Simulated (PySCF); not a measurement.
Run record: geometry optimisation, `FB(F)C1=CC=CO1`.

Method: PBE0-D3(BJ)/def2-SVP geometry optimisation, gas phase (PySCF 2.14.0). Start geometry: GFN2-xTB. The input is one job of a driver script: a line of settings, then coordinates in Å.

Input:
```
{"job": {"xc": "PBE0", "basis": "def2-SVP", "d3": "d3bj", "grid": 2, "kind": "geom"}, "charge": 0, "multiplicity": 1}
F      2.774509    -0.807768     0.676527
B      2.091066     0.167667     0.102878
F      2.827864     1.161893    -0.349896
C      0.562029     0.110094    -0.007798
C     -0.322431    -0.862850     0.420431
C     -1.611713    -0.426359     0.072434
C     -1.435244     0.781039    -0.544449
O     -0.148649     1.109575    -0.596985
H     -0.054229    -1.770487     0.921378
H     -2.539192    -0.930332     0.250270
H     -2.138586     1.470198    -0.970752
```

Output:
```
step   0  E = -453.28838773  max force = 0.011730
step   1  E = -453.28910790  max force = 0.003552
step   2  E = -453.28944028  max force = 0.007206
step   3  E = -453.28978294  max force = 0.002719
step   4  E = -453.28982282  max force = 0.001089
step   5  E = -453.28984791  max force = 0.000900
step   6  E = -453.28982061  max force = 0.002109
step   7  E = -453.28983956  max force = 0.001494
step   8  E = -453.28985394  max force = 0.000272
optimisation converged
```

Energies in Eh; «max force» is the largest Cartesian gradient component in Eh/bohr.

**Question.** Give the first gradient maximum in eV/Å.

**Answer.** With 1 Eh/bohr = 51.422 eV/Å, 0.603 eV/Å.

**Question.** At which steps does the energy rise by more than 1e-5 Eh?

**Answer.** At step 6 (+0.03 mEh).

Main results: final energy -453.28985 Eh after 8 steps; dipole 2.72 D.

**Question.** Where do the atoms end?

**Answer.** 0.030 Å rms from the input after alignment:
```
atom  x, y, z in Å
F1     2.8718   -0.6603    1.0029
B2     2.2171    0.2912    0.3587
F3     2.8763    1.3902    0.0486
C4     0.7412    0.0852   -0.0023
C5    -0.1182   -0.9632    0.2367
C6    -1.3698   -0.6078   -0.3308
C7    -1.1824    0.6343   -0.8754
O8     0.0686    1.0557   -0.6845
H9     0.1357   -1.8815    0.7631
H10   -2.2888   -1.1893   -0.3406
H11   -1.8437    1.3103   -1.4133
```

On an Arm Neoverse V2 with one thread, shared host, this took 54 s wall and 0.78 GiB of memory at its peak.
Labels such as C1 count atoms from 1, the log's own numbers from 0.
